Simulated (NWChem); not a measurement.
System: BN$_{2}$H$_{5}$O; SMILES OB(N)N

Here is an NWChem input.

```
start job
memory heap 200 mb stack 900 mb global 1100 mb
geometry units angstroms noautoz
  B      0.018951    -0.011054     0.000000
  O      1.401047    -0.016650     0.000000
  H      1.780043     0.864064     0.000000
  N     -0.619672    -1.277917     0.000000
  H     -0.078583    -2.129508     0.000000
  H     -1.617593    -1.416483     0.000000
  N     -0.726616     1.205186     0.000000
  H     -1.735188     1.233626     0.000000
  H     -0.304462     2.121386     0.000000
end
basis spherical
  B library pcseg-2
  O library pcseg-2
  H library pcseg-2
  N library pcseg-2
end
dft
  xc hfexch
  iterations 150
  semidirect filesize 400000000
  mulliken
end
task dft energy
```

NWChem printed, in part:

```
             Northwest Computational Chemistry Package (NWChem) 7.3.0
             --------------------------------------------------------

 CS  symmetry detected

                             Geometry "geometry" -> ""
                             -------------------------

 Output coordinates in angstroms (scale by  1.889725989 to convert to a.u.)

  No.       Tag          Charge          X              Y              Z
 ---- ---------------- ---------- -------------- -------------- --------------
    1 B                    5.0000     0.02038259    -0.01208670     0.00000000
    2 O                    8.0000     1.39687274    -0.13656779     0.00000000
    3 H                    1.0000     1.85023398     0.70827463     0.00000000
    4 N                    7.0000    -0.72486457    -1.21930990     0.00000000
    5 H                    1.0000    -0.25904668    -2.11429495     0.00000000
    6 H                    1.0000    -1.73100682    -1.27150803     0.00000000
    7 N                    7.0000    -0.61778331     1.26378718     0.00000000
    8 H                    1.0000    -1.62016904     1.37889219     0.00000000
    9 H                    1.0000    -0.11837113     2.14027101     0.00000000

 Effective nuclear repulsion energy (a.u.)     116.7578907800

      Symmetry information
      --------------------

 Group name             Cs
 Group number              2
 Group order               2
 No. of unique centers     9

  xc_inp: hfexch multiplicative factor not found.

                                 NWChem DFT Module
                                 -----------------

 Summary of "ao basis" -> "ao basis" (spherical)
 ------------------------------------------------------------------------------
       Tag                 Description            Shells   Functions and Types
 ---------------- ------------------------------  ------  ---------------------
 B                          pcseg-2                 10       30   4s3p2d1f
 O                          pcseg-2                 10       30   4s3p2d1f
 H                          pcseg-2                  6       14   3s2p1d
 N                          pcseg-2                 10       30   4s3p2d1f

      Symmetry analysis of basis
      --------------------------

        a'        130
        a"         60

            General Information
            -------------------
          SCF calculation type: DFT
          Wavefunction type:  closed shell.
          No. of atoms     :     9
          No. of electrons :    32
           Alpha electrons :    16
            Beta electrons :    16
          Charge           :     0
          Spin multiplicity:     1
          Use of symmetry is: on ; symmetry adaption is: on
          Maximum number of iterations: 150
          AO basis - number of functions:   190
                     number of shells:    70
          Convergence on energy requested:  1.00D-06
          Convergence on density requested:  1.00D-05
          Convergence on gradient requested:  5.00D-04

              XC Information
              --------------
                     Hartree-Fock (Exact) Exchange  1.000

      Superposition of Atomic Density Guess
      -------------------------------------

 Sum of atomic energies:        -210.42750956

      Non-variational initial energy
      ------------------------------

 Total energy =    -212.474130
 1-e energy   =    -516.051416
 2-e energy   =     186.819395
 HOMO         =      -0.342864
 LUMO         =       0.021756

      Symmetry analysis of molecular orbitals - initial
      -------------------------------------------------

  Numbering of irreducible representations:

     1 a'          2 a"

  Orbital symmetries:

     1 a'          2 a'          3 a'          4 a'          5 a'
     6 a'          7 a'          8 a'          9 a'         10 a'
    11 a'         12 a'         13 a"         14 a'         15 a"
    16 a"         17 a'         18 a'         19 a'         20 a'
    21 a"         22 a'         23 a'         24 a"         25 a'
    26 a'

------------------------------------------------------------
EAF file 0: "./job.aoints.0" size=370671616 bytes
------------------------------------------------------------
               write      read    awrite     aread      wait
               -----      ----    ------     -----      ----
     calls:      707         0         0         0         0
   data(b): 3.71e+08  0.00e+00  0.00e+00  0.00e+00
   time(s): 0.00e+00  0.00e+00  0.00e+00  0.00e+00  0.00e+00
rate(mb/s): 0.00e+00  0.00e+00
------------------------------------------------------------

     ---------------------------------------------
      Total Density - Mulliken Population Analysis
     ---------------------------------------------

    Atom       Charge   Shell Charges
 -----------   ------   -------------------------------------------------------
    1 B    5     4.08   2.00  0.51  0.11  0.04  0.81  0.40  0.03  0.03  0.13  0.01
    2 O    8     8.73   2.00  0.64  0.84  0.24  2.15  2.25  0.61  0.00  0.01  0.00
    3 H    1     0.67   0.32  0.24  0.02  0.02  0.06  0.01
    4 N    7     7.74   2.00  0.60  0.64  0.14  1.74  1.99  0.63  0.00  0.01  0.00
    5 H    1     0.76   0.35  0.31  0.02  0.01  0.05  0.01
    6 H    1     0.76   0.35  0.31  0.03  0.01  0.05  0.01
    7 N    7     7.76   2.00  0.60  0.65  0.14  1.73  1.99  0.64  0.00  0.01  0.00
    8 H    1     0.76   0.35  0.31  0.03  0.01  0.05  0.01
    9 H    1     0.76   0.35  0.31  0.03  0.01  0.05  0.01

   convergence    iter        energy       DeltaE   RMS-Dens  Diis-err
 ---------------- ----- ----------------- --------- --------- ---------
 d= 0,ls=0.0,diis     1   -211.4986243025 -3.28D+02  2.70D-03  7.65D-01
 d= 0,ls=0.0,diis     2   -211.5695385584 -7.09D-02  8.60D-04  1.83D-01
 d= 0,ls=0.0,diis     3   -211.5860979835 -1.66D-02  2.77D-04  5.82D-03
 d= 0,ls=0.0,diis     4   -211.5869492679 -8.51D-04  6.22D-05  3.26D-04
 d= 0,ls=0.0,diis     5   -211.5869899710 -4.07D-05  2.22D-05  3.42D-05
  Resetting Diis
 d= 0,ls=0.0,diis     6   -211.5869942558 -4.28D-06  6.91D-06  9.76D-07
 d= 0,ls=0.0,diis     7   -211.5869944714 -2.16D-07  1.23D-06  5.70D-08

         Total DFT energy =     -211.586994471381
      One electron energy =     -520.701959909108
           Coulomb energy =      219.645887414401
    Exchange-Corr. energy =      -27.288812756671
 Nuclear repulsion energy =      116.757890779997

 Numeric. integr. density =        0.000000000000

                  Occupations of the irreducible representations
                  ----------------------------------------------

                     irrep           alpha         beta
                     --------     --------     --------
                     a'               13.0         13.0
                     a"                3.0          3.0

                       DFT Final Molecular Orbital Analysis
                       ------------------------------------

 Vector   14  Occ=2.000000D+00  E=-5.313294D-01  Symmetry=a'
              MO Center=  8.9D-01,  3.0D-02,  1.2D-15, r^2= 2.0D+00
   Bfn.  Coefficient  Atom+Function         Bfn.  Coefficient  Atom+Function
  ----- ------------  ---------------      ----- ------------  ---------------
    36      0.320948  2 O  py                39      0.288143  2 O  py
    35     -0.220721  2 O  px                38     -0.207553  2 O  px
    34     -0.137503  2 O  s                138      0.134423  7 N  py
    42      0.131935  2 O  py               137     -0.125196  7 N  px
   141      0.124158  7 N  py                33     -0.116499  2 O  s

 Vector   15  Occ=2.000000D+00  E=-4.306267D-01  Symmetry=a"
              MO Center= -1.5D-01,  1.9D-01, -3.3D-16, r^2= 2.7D+00
   Bfn.  Coefficient  Atom+Function         Bfn.  Coefficient  Atom+Function
  ----- ------------  ---------------      ----- ------------  ---------------
   139      0.277564  7 N  pz               142      0.278867  7 N  pz
    37     -0.249069  2 O  pz                40     -0.232713  2 O  pz
    81      0.218794  4 N  pz                84      0.219063  4 N  pz
   145      0.188876  7 N  pz                43     -0.154843  2 O  pz
    87      0.146256  4 N  pz                 7      0.089983  1 B  pz

 Vector   16  Occ=2.000000D+00  E=-3.822548D-01  Symmetry=a"
              MO Center= -6.7D-01, -1.8D-01, -3.6D-16, r^2= 2.5D+00
   Bfn.  Coefficient  Atom+Function         Bfn.  Coefficient  Atom+Function
  ----- ------------  ---------------      ----- ------------  ---------------
    81      0.328919  4 N  pz                84      0.329164  4 N  pz
   139     -0.279922  7 N  pz               142     -0.280726  7 N  pz
    87      0.247911  4 N  pz               145     -0.216321  7 N  pz
    20     -0.038079  1 B  d -1

 Vector   17  Occ=0.000000D+00  E= 9.245610D-02  Symmetry=a'
              MO Center= -3.9D-01,  1.2D+00, -3.7D-15, r^2= 9.2D+00
   Bfn.  Coefficient  Atom+Function         Bfn.  Coefficient  Atom+Function
  ----- ------------  ---------------      ----- ------------  ---------------
   136      1.132491  7 N  s                179     -0.989559  9 H  s
   165     -0.780006  8 H  s                 63     -0.743893  3 H  s
   121     -0.700543  6 H  s                 78      0.643588  4 N  s
     4      0.371093  1 B  s                144      0.291802  7 N  py
    85     -0.285485  4 N  px               107     -0.268903  5 H  s

 Vector   18  Occ=0.000000D+00  E= 1.202373D-01  Symmetry=a'
              MO Center= -5.8D-01,  3.4D-01, -9.3D-17, r^2= 1.1D+01
   Bfn.  Coefficient  Atom+Function         Bfn.  Coefficient  Atom+Function
  ----- ------------  ---------------      ----- ------------  ---------------
    78      1.366925  4 N  s                121     -1.158922  6 H  s
   179      1.125040  9 H  s                165     -1.022072  8 H  s
    63      0.850692  3 H  s                143     -0.796371  7 N  px
    34     -0.581071  2 O  s                144     -0.412877  7 N  py
     8      0.352711  1 B  px                42     -0.304859  2 O  py

 Vector   19  Occ=0.000000D+00  E= 1.364640D-01  Symmetry=a'
              MO Center= -5.4D-01, -4.5D-01, -7.2D-15, r^2= 1.2D+01
   Bfn.  Coefficient  Atom+Function         Bfn.  Coefficient  Atom+Function
  ----- ------------  ---------------      ----- ------------  ---------------
   107      1.515872  5 H  s                165     -1.281441  8 H  s
   136      1.255683  7 N  s                 78     -0.870241  4 N  s
    34     -0.637970  2 O  s                 86      0.582565  4 N  py
    63      0.562299  3 H  s                179     -0.447581  9 H  s
   143     -0.406351  7 N  px                85     -0.377952  4 N  px

------------------------------------------------------------
EAF file 0: "./job.aoints.0" size=513277952 bytes
------------------------------------------------------------
               write      read    awrite     aread      wait
               -----      ----    ------     -----      ----
     calls:      979         6         0      5868      5868
   data(b): 5.13e+08  3.15e+06  0.00e+00  3.08e+09
   time(s): 0.00e+00  0.00e+00  0.00e+00  0.00e+00  0.00e+00
rate(mb/s): 0.00e+00  0.00e+00
------------------------------------------------------------

     ---------------------------------------------
      Total Density - Mulliken Population Analysis
     ---------------------------------------------

    Atom       Charge   Shell Charges
 -----------   ------   -------------------------------------------------------
    1 B    5     4.08   2.00  0.47 -0.05  0.01  0.97  0.43  0.03  0.04  0.17  0.01
    2 O    8     8.59   2.00  0.60  0.83  0.32  1.99  2.17  0.65  0.00  0.02  0.00
    3 H    1     0.79   0.40  0.29  0.00  0.02  0.08  0.01
    4 N    7     7.57   2.00  0.55  0.63  0.16  1.61  1.92  0.68  0.00  0.02  0.00
    5 H    1     0.83   0.41  0.34  0.00  0.01  0.05  0.00
    6 H    1     0.86   0.42  0.36  0.01  0.01  0.06  0.00
    7 N    7     7.59   2.00  0.55  0.63  0.17  1.61  1.92  0.69  0.00  0.02  0.00
    8 H    1     0.84   0.42  0.35  0.01  0.01  0.05  0.00
    9 H    1     0.86   0.42  0.36  0.01  0.01  0.06  0.00

     -------------------------------------------
      Total Density - Lowdin Population Analysis
     -------------------------------------------

    Atom       Charge   Shell Charges
 -----------   ------   -------------------------------------------------------
    1 B    5     5.19   1.96  0.30  0.20  0.09  0.89  0.75  0.21  0.06  0.65  0.08
    2 O    8     7.90   1.99  0.52  0.51  0.26  1.84  1.97  0.76  0.00  0.05  0.01
    3 H    1     1.07   0.35  0.26  0.06  0.04  0.27  0.08
    4 N    7     6.89   1.98  0.39  0.38  0.19  1.43  1.70  0.74  0.00  0.08  0.01
    5 H    1     1.01   0.36  0.30  0.07  0.03  0.20  0.04
    6 H    1     1.02   0.36  0.31  0.07  0.03  0.20  0.04
    7 N    7     6.90   1.98  0.39  0.38  0.19  1.42  1.70  0.75  0.00  0.08  0.01
    8 H    1     1.01   0.36  0.31  0.07  0.03  0.20  0.04
    9 H    1     1.02   0.36  0.31  0.07  0.03  0.20  0.04

     Multipole analysis of the density
     ---------------------------------

     L   x y z        total         alpha         beta         nuclear
     -   - - -        -----         -----         ----         -------
     0   0 0 0     -0.000000    -16.000000    -16.000000     32.000000

     1   1 0 0     -0.460760     -0.230380     -0.230380     -0.000000
     1   0 1 0      0.612978      0.306489      0.306489     -0.000000
     1   0 0 1      0.000000      0.000000      0.000000      0.000000

     2   2 0 0    -15.420412    -63.217962    -63.217962    111.015512
     2   1 1 0      2.438944     -0.148282     -0.148282      2.735508
     2   1 0 1     -0.000000     -0.000000     -0.000000      0.000000
     2   0 2 0    -13.797015    -69.048939    -69.048939    124.300863
     2   0 1 1      0.000000      0.000000      0.000000      0.000000
     2   0 0 2    -20.501242    -10.250621    -10.250621      0.000000
```

Level: Hartree-Fock/pcseg-2. The geometry was optimised at PBE0/def2-SVP.
